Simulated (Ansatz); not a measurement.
Input for Ansatz (a quantum-chemistry and plane-wave program): R-CCSD(T)/def2-TZVPP on F2HOSb (SMILES [OH][Sb]([F])[F]), a point of a torsion scan. Elements past Kr take the def2 small-core potentials; no spin–orbit coupling. The run froze 12 orbitals, filled d shells among them.

Ansatz 0.2 input:
```yaml
crystal:
  periodic: [false, false, false]
  atoms:
    - {symbol: O, position_ang: [1.00888611, -0.62906561, 0.13497309]}
    - {symbol: Sb, position_ang: [-0.61311811, 0.36317831, 0.24087296]}
    - {symbol: F, position_ang: [-0.45273688, 0.50774117, 2.21375601]}
    - {symbol: F, position_ang: [-1.53958560, -1.34034701, 0.45523099]}
    - {symbol: H, position_ang: [1.80453294, -0.11118626, 0.02318435]}
basis:
  gaussian:
    orbitals: def2-TZVPP
magnetization: {spin_polarized: false}
correlation: {method: ccsd_t, electrons: outside_noble_gas}
scf: {lower_state_search: off}
```

**Question.** What total energy does the run end on?

**Answer.** -514.6843 hartree (reference determinant -513.7798, T1 diagnostic 0.016).

**Question.** How many basis functions does it have, and what does it roughly cost on one machine?

**Answer.** 157 functions; about 30 core-seconds (a rough figure).
